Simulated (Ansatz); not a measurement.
A structure relaxed at PBE0-D4/def2-TZVP, charge 0, multiplicity 1:

Cartesian coordinates in Å:
```
N 1.821 0.275 -1.562
Si 0.563 -0.352 -0.582
B -1.408 0.045 -0.643
C -1.362 -0.126 0.925
C 0.129 0.226 1.187
H 1.860 1.239 -1.843
H 2.719 -0.173 -1.623
H 0.787 -1.828 -0.526
H -2.313 0.412 -1.331
H -1.535 -1.195 1.129
H -2.098 0.415 1.529
H 0.590 -0.246 2.057
H 0.247 1.308 1.283
```

Problem. Give its formula and SMILES.

Solution. C2H8BNSi, `N[SiH]1BCC1`.

Problem. Point group (tolerance 0.08 Å, 0.16 Å for H)?

Solution. C1.

Problem. Summarise the bond lengths by kind.

Solution. 1 × N–Si 1.713 Å; 2 × H–N 1.005 to 1.006 Å; 1 × B–Si 2.011 Å; 1 × C–Si 1.911 Å; 1 × H–Si 1.494 Å; 1 × B–C 1.579 Å; 1 × B–H 1.195 Å; 1 × C–C 1.555 Å; 4 × C–H 1.091 to 1.102 Å.

Program: Ansatz 0.2.0.
